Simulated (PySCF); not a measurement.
K(OH) (HKO), SMILES [OH][K].

Geometry optimised at PBE0-D3(BJ)/def2-TZVPD. The isomer is the one that the SMILES or the coordinates give; other isomers of the formula were not compared.

Two levels are set side by side: TDDFT-PBE/def2-TZVPD (PySCF) and TDDFT-B3LYP/def2-TZVPD (PySCF). Vertical, same geometry. The lowest singlet is HOMO−1→LUMO 100 % with PBE and HOMO→LUMO 99 % with the other functional; states are paired by order. Differences are taken from unrounded values.

```
quantity                              TDDFT-B3LYP
------------------------------------  -----------
lowest singlet excitation (eV)               2.79
lowest triplet excitation (TDA) (eV)         2.76
```

Q: What does TDDFT-PBE give, and how far is it from TDDFT-B3LYP? (Estimate from the structure and the level; the computed values follow.)

A: 
| quantity | TDDFT-PBE | TDDFT-PBE minus TDDFT-B3LYP |
|---|---|---|
| lowest singlet excitation (eV) | 2.12 | -0.67 |
| lowest triplet excitation (TDA) (eV) | 2.08 | -0.68 |

Functionals without exact exchange tend to place singlet excitations lower, as here. Differences between two approximate levels are no errors against the true value.

Rough cost on one machine, each run with all the roots and properties that it gave: TDDFT-B3LYP against TDDFT-PBE about 2 times.
